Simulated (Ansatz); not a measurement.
A set of 12 reactions (silylene extrusion), with CCSD(T)/CBS values in kJ/mol:

| reaction | ΔE |
| --- | --- |
| `O[SiH2]B([SiH3])[SiH3]` → `[SiH3]B[SiH3]` + `O[SiH]` | 183.0 |
| `Cl[SiH](Br)Br` → `Br[Si]Br` + HCl | 235.0 |
| `N[SiH2][SiH2]S` → `N[SiH3]` + `[SiH]S` | 160.1 |
| `N=C(F)[SiH](N)Cl` → `N=C(F)Cl` + `N[SiH]` | 329.0 |
| `N[Si](O)(S)S` → `N[Si]O` + `SS` | 312.8 |
| `N[Si](O)(S)S` → `NO` + `S[Si]S` | 534.9 |
| `F/C(=N\[SiH3])[SiH2]Cl` → `F/C=N/[SiH3]` + `[SiH]Cl` | 185.6 |
| `Cl[SiH](Br)Br` → Br₂ + `[SiH]Cl` | 475.5 |
| `F[SiH](F)[SiH](F)F` → `F[Si]F` + `F[SiH2]F` | 107.3 |
| `Cl[SiH](Br)Br` → `Cl[Si]Br` + HBr | 235.5 |
| `O[SiH](S)[SnH3]` → `[OH][SnH3]` + `[SiH]S` | 263.0 |
| `O[SiH](Cl)[SiH2][SiH3]` → `O[Si]Cl` + `[SiH3][SiH3]` | 135.1 |

Computed with Ansatz on PBE0-D4/def2-TZVP structures; ΔE is electronic, products minus reactants. CCSD(T)/CBS adds triple-zeta CCSD(T) − MP2 to the extrapolated MP2 energy (def2 sets, frozen cores). This one scheme is used for every species. Double bonds are as drawn, so ΔE can hold a change between cis and trans. DFT in def2-TZVPP. B3LYP here is the variant with VWN-RPA as its local correlation; programs differ in this. def2 core potentials past Kr. For Br, Sn outer-core shells are correlated without core-valence functions, which leaves a few kJ/mol of doubt a bond. Scalar relativity is left out up to krypton. Each species was taken in one conformer, which may not be the lowest.

(1) Give the mean, mean absolute and largest difference (level minus CCSD(T)/CBS, kJ/mol) for: r2SCAN-D4, PBE0-D4, B3LYP-D4, B2PLYP, PBE, r2SCAN, PBE0, HF/def2-TZVPP, SCS-MP2/def2-TZVPP, CCSD/def2-TZVPP, CCSD(T)/def2-TZVPP, MP2/def2-QZVPP, MP2/CBS(def2), CCSD/CBS(def2). (Best estimate.)

The largest T1 diagnostic in the set is 0.016, for `[SiH]S` (customary mark 0.02).

CCSD(T)/CBS is a level of theory with its own doubt, and the functionals carry their triple-zeta basis error, so these figures describe this set and don't rank the functionals.

Results:

(1) The calculation gave: 
```
             level   mean  mean absolute  largest
         r2SCAN-D4   11.5           11.5     20.4
           PBE0-D4    6.0            8.9     16.9
          B3LYP-D4  -12.9           12.9    -27.2
            B2PLYP  -14.0           14.0    -18.0
               PBE  -21.7           21.7    -55.7
            r2SCAN    8.6            9.1     17.0
              PBE0   -3.7            7.8    -24.1
     HF/def2-TZVPP  -12.4           12.7    -22.9
SCS-MP2/def2-TZVPP   -1.4            3.6     -6.3
   CCSD/def2-TZVPP   -8.8            8.8    -12.9
CCSD(T)/def2-TZVPP   -7.8            7.8    -11.0
    MP2/def2-QZVPP   15.9           15.9     32.8
     MP2/CBS(def2)   19.3           19.3     38.6
    CCSD/CBS(def2)   -1.0            2.0     -4.4
```
